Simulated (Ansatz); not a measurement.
Basis-set extrapolation for C$_{2}$H$_{7}$AlBF (PBE0-D4/def2-TZVP geometry, frozen core, Ansatz 0.2.0). Multiplicity 1, RHF reference.

|  | def2-TZVPP | def2-QZVPP |
| --- | --- | --- |
| HF | -445.994012 | -446.011332 |
| MP2 correlation | -0.783023 | -0.842008 |
| CCSD(T) correlation | -0.856831 | not run |

Energies in hartree. Use E(X) = E(∞) + A·exp(−7.88·√X) for Hartree–Fock and E(X) = E(∞) + B·X^(−2.97) for correlation, with X = 3 and 4, and add CCSD(T) minus MP2 of the smaller set to the MP2 limit.

Q: What is the CCSD(T) energy at the basis-set limit?

A: HF limit: -446.011332 + (-0.017320) × 0.13774 = -446.01372. MP2 limit: -0.842008 + (-0.058985) × 0.74074 = -0.88570. Higher-order term: -0.856831 − (-0.783023) = -0.07381. Total: -446.97323 hartree, 321.3 kJ/mol below CCSD(T)/def2-TZVPP.
